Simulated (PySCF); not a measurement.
Work out the structure from these simulated measurements.

Formula: C3H7BO.

- 1H NMR: chemical shifts (computed TMS as zero) by class: 6.58 (1 H), 6.47 (1 H), 6.36 (1 H), 4.72 (1 H), 3.71 (3 H) ppm [GIAO HF/pcSseg-2]
- 13C NMR: chemical shifts (computed TMS as zero) by class: 156.1 (1 C), 147.4 (1 C), 56.9 (1 C) ppm [GIAO HF/pcSseg-2]
- UV, strongest line: among the 10 lowest singlet transitions: S2 at 6.37 eV (195 nm, f = 0.495) [TDDFT PBE0/def2-SVPD]
- XPS: B1s 196.0, C1s 290.0, C1s 290.4, C1s 292.5, O1s 538.6 eV [ΔSCF SCAN, pcX-2 on the ionised atom, pcseg-1 elsewhere, spin-free X2C]
- Triplet: lowest triplet excitation (Tamm–Dancoff): 3.85 eV [TDA PBE0/def2-SVPD]
- Rotational structure: rotational constants A, B, C: 29.986, 2.147, 2.030 GHz [PBE0-D3(BJ)/def2-SVP]
- UV, first state: lowest singlet excitation: 5.69 eV (218 nm, f = 0.001) [TDDFT PBE0/def2-SVPD]
- NMR, other nuclei: isotropic shieldings of nuclei other than C and H, by class: 70 (1 B), 209 (1 O) ppm [GIAO HF/pcSseg-2]
- Polarisability: 59.3 au [PBE0/def2-SVPD]

Electronic properties: PySCF, gas phase, density fitting. Levels stand in brackets. Isolated species at its PBE0-D3(BJ)/def2-SVP geometry (one conformer only). NMR values are class means; diastereotopic atoms form classes of their own.

Task: Propose a structure and show how it fits.

Result: Numbering: `[CH2:1]=[CH:2][BH:3][O:4][CH3:5]`. 3 carbons fall into 3 classes; from least to most shielded: terminal =CH2 carbon [C1] (156.1 ppm), alkene CH carbon [C2] (147.4 ppm), methoxy carbon [C5] (56.9 ppm). Hydrogen classes from least to most shielded: 1 H on a terminal =CH2 carbon, C1 (6.58 ppm), 1 H on a terminal =CH2 carbon, C1 (6.47 ppm), 1 H on an alkene CH carbon, C2 (6.36 ppm), 1 H on a three-coordinate boron, B3 (4.72 ppm), 3 H on a methoxy carbon, C5 (3.71 ppm). The other shieldings belong to: 70 ppm, three-coordinate boron [B3]; 209 ppm, boron-bound oxygen [O4]. The core levels belong to: B1s 196.0 eV, three-coordinate boron [B3]; C1s 290.0 eV, alkene CH carbon [C2]; C1s 290.4 eV, terminal =CH2 carbon [C1]; C1s 292.5 eV, methoxy carbon [C5]; O1s 538.6 eV, boron-bound oxygen [O4]. S1 is mainly HOMO−1→LUMO (weight 0.98); the largest Löwdin shares of the orbital it empties are 0.26 on the boron-bound oxygen, 0.23 on the three-coordinate boron, 0.17 on the alkene CH carbon and 0.16 on the B–H hydrogen, of the orbital it fills 0.31 on the terminal =CH2 carbon, 0.22 on the three-coordinate boron, 0.21 on the alkene CH carbon and 0.12 on the boron-bound oxygen. The optimised geometry has point group Cs and is an asymmetric top. Structure: `C=CBOC`. The assignments are read from this structure; whether some other isomer fits the data as well wasn't checked.

Conformer computed: `[CH2:1]=[CH:2][BH:3][O:4][CH3:5]`: C1–C2–B3–O4 180°, C2–B3–O4–C5 -179°.
